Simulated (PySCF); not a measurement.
# Polarisability and C₆ of In⁻ (indium, charge -1)

[Kr] 4d10 5s2 5p2, high-spin 3P determinant. Computed with PySCF 2.14 in aug-cc-pVTZ-DK3, with the spin-free X2C one-electron Hamiltonian (Gaussian nucleus). Coupled (time-dependent) response in atomic units; α is the mean over directions.

```
method  mean α (bohr³)         α xx, yy, zz  C₆ (like pair)   S(−4)
   UHF           386.5  191.4, 484.2, 484.0            8210  116900
```

S(−4) is the Cauchy moment in α(ω) = α(0) + S(−4) ω² + …

Spin-orbit coupling is absent.

α(iu) at UHF:

| u (hartree) | α(iu) (bohr³) |
| --- | --- |
| 0 | 386.5 |
| 0.0500 | 245.3 |
| 0.100 | 142.4 |
| 0.200 | 63.66 |
| 0.300 | 36.06 |
| 0.500 | 16.70 |
| 0.750 | 8.977 |
| 1.00 | 5.800 |
| 1.50 | 3.122 |
| 2.00 | 1.979 |
| 3.00 | 1.001 |
| 5.00 | 0.3970 |

A single London oscillator, α(iu) = α/(1 + u²/ω²), gives C₆ = (3/4) ω α². Matching the computed C₆ needs ω = 4 × 8210 / (3 × 386.5²) = 0.0733 hartree.

For an ion, C₆ is the dispersion term alone; charge-induced terms of lower order in 1/R come first.

The components differ because the open shell of this determinant is not spherical; for a pure term their mean is the scalar polarisability.
